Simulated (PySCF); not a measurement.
**Polarisability and C₆ of Sn⁺ (tin, charge +1)**

[Kr] 4d10 5s1 5p2, high-spin 4P determinant (an excited configuration). Computed with PySCF 2.14 in aug-cc-pwCVDZ-PP with ECP28MDF, with a scalar-relativistic core potential. Coupled (time-dependent) response in atomic units; α is the mean over directions. A double-zeta set is small for polarisabilities.

```tsv
method	mean α (bohr³)	α xx, yy, zz	C₆ (like pair)	S(−4)
UHF	27.42	26.86, 27.70, 27.70	209.3	242.3
PBE	27.89	25.53, 29.07, 29.07	211.4	264.9
PBE0	27.35	25.55, 28.25, 28.25	206.7	249.6
TPSS	27.64	25.60, 28.67, 28.67	210.6	254.8
B3LYP	27.43	25.19, 28.55, 28.55	206.7	254.8
```

S(−4) is the Cauchy moment in α(ω) = α(0) + S(−4) ω² + …

Spin-orbit coupling is absent.

α(iu) at B3LYP:

| u (hartree) | α(iu) (bohr³) |
| --- | --- |
| 0 | 27.43 |
| 0.0500 | 26.81 |
| 0.100 | 25.12 |
| 0.200 | 20.25 |
| 0.300 | 15.56 |
| 0.500 | 9.445 |
| 0.750 | 5.820 |
| 1.00 | 4.076 |
| 1.50 | 2.507 |
| 2.00 | 1.804 |
| 3.00 | 1.128 |
| 5.00 | 0.5706 |

A single London oscillator, α(iu) = α/(1 + u²/ω²), gives C₆ = (3/4) ω α². Matching the computed C₆ needs ω = 4 × 206.7 / (3 × 27.43²) = 0.366 hartree.

For an ion, C₆ is the dispersion term alone; charge-induced terms of lower order in 1/R come first.

The components differ because the open shell of this determinant is not spherical; for a pure term their mean is the scalar polarisability.

Energies and moments cover only the electrons outside the core potential.
